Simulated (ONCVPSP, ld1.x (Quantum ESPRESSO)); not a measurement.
Potentials for Ga compared

Generated with ld1.x 7.5 (TM, RRKJ, ultrasoft, PAW), atompaw 4.2 or ONCVPSP 4.0.1. The cutoff is in Ry: for ld1.x and atompaw files where the sum of valence levels is converged to 10 mRy in a Bessel basis, for ONCV files where the hardest occupied wave has 1 mHa per electron of residual kinetic energy. The error is the largest all-electron minus pseudo excitation energy over each file’s own four to seven test configurations (ionisations up to +4, promotions, holes and added fractions of an electron), all of which were solved. The labels leave out finer settings (local radius, basis sizes, second energies), which also bear on the numbers. Spin-polarised tests are not counted. The rows are a selection from randomly drawn settings: files with unsolved tests, undetermined cutoffs or missed reference levels are left out.

A true bound ghost makes a file unfit for plane-wave use even where its test errors are small: the radial tests pick states by their node count and pass the ghost by.

```tsv
potential	cutoff (Ry)	largest error (meV)	bound ghosts
ONCV, PBE, scalar-relativistic, rc 1.35/2.10/2.25 (spd), local smoothed, core correction no, reference 4s2 4p1, qcut 4.4/3.4/4, projectors 1/1/3	62	+85	d
RRKJ, PBE, scalar-relativistic, rc 1.85/2.75 (sp), local s, core correction yes, reference 4s2 4p1	15	-172	none
ONCV, BLYP, scalar-relativistic, rc 1.15/1.00/1.00 (spd), local d, core correction no, reference 3s2 3p6 3d10 4s1.5, qcut 13.6/15.7/13.1, projectors 2/2/0	156	-154	s
TM, PBE, scalar-relativistic, rc 1.75/1.95 (sp), local smoothed, core correction yes, reference 4s1 4p0	12	-137	none
ONCV, revPBE, scalar-relativistic, rc 2.00/2.30/2.35 (spd), local smoothed, core correction yes, reference 4s2 4p1, qcut 3.5/4/3.9, projectors 2/2/2	15	-68	d
ONCV, BLYP, scalar-relativistic, rc 1.75/2.65/0.70 (spd), local smoothed, core correction yes, reference 3d10 4s1 4p2, qcut 3.1/3.6/14.4, projectors 2/2/1	895	-241	s, p
ultrasoft, BP86, scalar-relativistic, rc 2.00/2.95 (sp), local smoothed, core correction yes, reference 4s2 4p1	6	-187	none
```

(1) Fill in the row for Ga: ONCV, LDA (Perdew-Wang 92), fully relativistic, rc 2.05/2.05/1.65 (spd), local smoothed, core correction yes, reference 4s2 4p1, qcut 2.5/4/6, projectors 2/1/3.

Results:

(1) cutoff 63 Ry, largest error -310 meV, bound ghosts: d5/2, d3/2.
